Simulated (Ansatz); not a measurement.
Relaxation of B$_{2}$FH$_{3}$O (7 atoms, charge 0, multiplicity 1), to a largest force component of 0.02 eV/Å in at most 50 steps.

Level of theory: RKS PBE0-D4/6-31G* (Ansatz 0.2.0).

```xyz
7
Properties=species:S:1:pos:R:3
B -0.738 0.979 -0.150
B 0.270 -0.356 -0.115
O 0.703 -0.943 1.005
F 0.708 -0.918 -1.271
H -1.901 0.873 -0.184
H -0.319 2.069 -0.168
H 1.277 -1.704 0.883
```

Q: Where does it end, and by what steps?

A: The forces met the threshold. After 6 steps the energy has fallen by 0.062 eV; B2 moved furthest, 0.04 Å.

```csv
step,energy less start (eV),largest force component (eV/Å),accepted
0,0.0000,1.220,yes
1,-0.0492,0.588,yes
2,-0.0602,0.147,yes
3,-0.0598,0.183,no
4,-0.0610,0.071,yes
5,-0.0617,0.021,yes
6,-0.0617,0.004,yes
```

```xyz
7
Properties=species:S:1:pos:R:3
B -0.734 0.974 -0.153
B 0.288 -0.379 -0.138
O 0.693 -0.932 1.030
F 0.717 -0.930 -1.287
H -1.929 0.867 -0.174
H -0.306 2.094 -0.157
H 1.271 -1.694 0.879
```

Whether the end is a true minimum wasn't checked by a vibrational analysis.

Run time: 7.9 s on 1 thread of Intel(R) Xeon(R) 6975P-C (Granite Rapids), on a shared host, peak memory 0.15 GiB.
